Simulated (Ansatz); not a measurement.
`O[Si](F)([SiH3])Cl` → `F[Si]Cl` + `O[SiH3]`  (silylene formation by 1,1-elimination)

Isolated molecules relaxed with PBE0-D4/def2-TZVP in Ansatz; ΔE leaves out vibrations. CBS: MP2 limit from def2 TZ/QZ plus the TZ coupled-cluster correction, frozen cores. This one scheme is used for every species. Each species was taken in one conformer, which may not be the lowest.

```
        level  ΔE (eV)
 MP2/def2-SVP     1.79
HF/def2-TZVPP     1.65
```

(1) What does CCSD(T)/CBS give? (An estimate is asked.)

Largest T1 diagnostic among the species: 0.014.

Answers

(1) Computed: +1.80 eV. The listed levels differ from it by -0.01, -0.15 eV.

At CCSD(T), def2-SVP lies −0.14 eV from the extrapolated value and def2-TZVPP −0.05 eV. From r2SCAN to r2SCAN0 (25 % exact exchange), in def2-TZVPP and without D4, ΔE moves by +0.05 eV.
